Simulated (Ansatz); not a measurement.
`CBCOC` → `CBOC` + `[CH2]` (triplet)  (formal loss of a carbene)

Gas-phase electronic energies from Ansatz, PBE0-D4/def2-TZVP geometries. CCSD(T)/CBS is the MP2 limit (def2-TZVPP, def2-QZVPP) plus CCSD(T) − MP2 in def2-TZVPP, frozen cores. This one scheme is used for every species. Functionals use def2-TZVPP. Triplets are unrestricted, without spin–orbit coupling. Each species was taken in one conformer, which may not be the lowest.

| species | PBE energy (Eh) |
| --- | --- |
| `CBCOC` | -219.56922 |
| `CBOC` | -180.36552 |
| `[CH2]` (triplet) | -39.10530 |

Q: Work out ΔE.

A: ΔE = (-180.36552) + (-39.10530) − (-219.56922) = 0.09840 Eh = +2.68 eV. CCSD(T)/CBS gives +2.60 eV.

Largest T1 diagnostic among the species: 0.012.

In def2-TZVPP, CCSD(T) changes the Hartree–Fock value by +1.37 eV (the triples alone add +0.11 eV) and MP2 by +1.46 eV. From PBE to PBE0 (25 % exact exchange), in def2-TZVPP and without D4, ΔE moves by −0.10 eV.
